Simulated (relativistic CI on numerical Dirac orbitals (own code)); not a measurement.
## Slater and spin-orbit integrals, Re14+

Computed by Dirac-Coulomb-Breit CI, orbitals from a KLI potential per configuration, a model potential for QED, unscaled Slater integrals (own radial code, finite nucleus).

Slater integrals F^k, G^k are unscaled and averaged over j, outside the closed core [Kr] 4d10; ζ comes from projecting the Hamiltonian with its Breit term on Σ l·s of the shell.

- 4f¹³5s²: ζ(4f) = 5612.9 cm⁻¹; <r>(4f) = 0.5341, <r^2>(4f) = 0.3405 (bohr units).
- 4f¹³5s5p: ζ(4f) = 5655.5, G^3(4f,5s) = 35897, F^2(4f,5p) = 79509, G^2(4f,5p) = 30523, G^4(4f,5p) = 26437, G^1(5s,5p) = 136410, ζ(5p) = 86110 cm⁻¹; <r>(4f) = 0.5334, <r^2>(4f) = 0.3394, <r>(5s) = 0.9337, <r^2>(5s) = 0.9703, <r>(5p) = 1.018, <r^2>(5p) = 1.157 (bohr units).
- 4f¹²5s²5p: F^2(4f,4f) = 190700, F^4(4f,4f) = 121890, F^6(4f,4f) = 88360, ζ(4f) = 5836, F^2(4f,5p) = 79621, G^2(4f,5p) = 29941, G^4(4f,5p) = 26078, ζ(5p) = 88833 cm⁻¹; <r>(4f) = 0.5259, <r^2>(4f) = 0.3292, <r>(5p) = 1.012, <r^2>(5p) = 1.142 (bohr units).

Averages of the first 10 configurations, taken without configuration mixing, which lowers the lowest level and can move excited configurations by several eV; other configurations of the list can lie among them:

```csv
Configuration,Parity,States,Average energy above the lowest level (eV)
4f¹³5s²,odd,14,1.1
4f¹⁴5s,even,2,17.5
4f¹³5s5p,even,168,44.2
4f¹²5s²5p,odd,546,31.8
4f¹⁴5p,odd,6,62.9
4f¹²5s5p²,even,2730,77.4
4f¹³5s5d,odd,280,107.2
4f¹²5s²5d,even,910,97.2
4f¹⁴5d,even,10,123.5
4f¹³5s5f,even,392,169.9
```
